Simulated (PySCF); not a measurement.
**Unknowns**

- geometry: PBE0-D3(BJ)/def2-SVP
- PBE0/pcSseg-1 with gauge-including orbitals
- program: PySCF 2.14.0 with density-fitted response routines
- non-relativistic Hamiltonian, single conformer, one averaged value for each set of equivalent atoms, in vacuum

Shifts are taken against calculated references (same method and geometry level): ¹H (σref 31.27) and ¹³C (σref 184.41) against TMS. Where no couplings were computed, multiplicities follow the n + 1 count of equivalent neighbours, and m marks all less simple cases (inequivalent or close neighbours, rings, F or P nearby). Couplings to H on boron are left out. Carbons bonded to boron are broad in practice. Shifts are as computed. Against solution values, carbons near 30 ppm lie about +2 ppm off and those near 130 ppm about +5 ppm. Of 1211 compounds with measured shifts, 218 miss one by over three times the rms of a fit or turn the order of signals round; such compounds aren't used in these exercises.

**Question.** C6H9BO2. ¹H NMR (400 MHz, computed): δ 7.56 (d, 1H), 5.68 (d, 1H), 3.67 (br, 2H), 1.40 (m, 2H), 1.31 (m, 1H), 1.05 (m, 2H). ¹³C{¹H} NMR (computed): δ 201.4 (C), 182.9 (CH), 105.7 (CH), 20.2 (CH), 15.6 (CH2). Give a structure.

**Answer.** `[BH2-]1OC=CC(C2CC2)=[O+]1`. 5 carbon signals for 6 carbons: some carbons are equivalent by symmetry or fast rotation. Carbon types of the structure: 1 × C, 3 × CH, 2 × CH2, leaving 2 H on heteroatoms. δC 201.4: ketone carbonyl carbon; low-lying n→π* states of the double bond to the heteroatom give a large paramagnetic term (-268 ppm). δC 182.9: alkene carbon bearing oxygen; an sp2 carbon further deshielded by the attached heteroatom. δC 105.7: β carbon of an enol-ether or enamine type C=C; the O or N lone pair pushes π density onto this β carbon and shields it. δC 20.2, 15.6: three-membered-ring carbon; carbons of three-membered rings are unusually shielded.

This is the structure that produced the data.

**Question.** C8H12Si. ¹H NMR (400 MHz, computed): δ 6.50 (m, 4H), 6.36 (m, 4H), 6.17 (m, 4H). ¹³C{¹H} NMR (computed): δ 146.8, 143.0. Identify the compound.

**Answer.** tetravinylsilane (SMILES C=C[Si](C=C)(C=C)C=C). The formula gives 4 degrees of unsaturation (no ring in the answer). 2 carbon signals for 8 carbons: some carbons are equivalent by symmetry or fast rotation. Carbon types of the structure: 4 × CH, 4 × CH2, which accounts for all hydrogens. δC 146.8: terminal =CH2 carbon; as expected for a trigonal carbon in a double bond. δC 143.0: alkene CH; the olefinic region. δH 6.50, 6.17: hydrogen on a terminal =CH2 carbon; a vinylic proton, deshielded by the sp2 carbon and the C=C anisotropy. δH 6.36: hydrogen on an alkene CH; a vinylic proton, deshielded by the sp2 carbon and the C=C anisotropy.

The shifts were computed for this structure.
